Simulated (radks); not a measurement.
Problem. These are the eigenvalues of the occupied orbitals of an atom or ion with whole-number occupations (eV). All-electron calculation, scalar-relativistic Kohn-Sham, PBE, spin-polarised, spherical densities, finite nucleus; Fermi nuclear charge, rms radius of each element as measured or else 0.836 A^(1/3) + 0.57 fm. Program: a radial shooting solver on a logarithmic mesh with Libxc functionals.

orbital  eigenvalue
1s down   -55540.98
1s up     -55540.98
2s up     -9336.082
2s down   -9336.029
2p up     -8277.911
2p down   -8277.873
3s up     -2130.065
3s down   -2127.789
3p up     -1806.618
3p down   -1804.349
3d up     -1395.670
3d down   -1393.938
4s up     -466.8944
4s down   -462.0481
4p up     -360.0986
4p down   -355.3298
4d up     -215.7115
4d down   -211.0316
5s up      -98.1842
5s down    -96.0170
5p up      -71.1257
5p down    -69.5415
4f up      -57.4333
4f down    -53.1515

Which element is it, and in what charge state? The configuration may be excited. Open shells, if any, are filled with parallel spins first.

Solution. Z = 67, holmium, charge +4: Ho4+ in [Xe] 4f9. The list shows which subshells hold electrons but not how many an open one holds; the 1s level, -2041.1 hartree, gives Z - s = 63.9 by -(Z - s)^2/2, which with screening and relativity narrows Z to a few neighbours, and the depths of the outer levels then fix element, charge and occupations together.
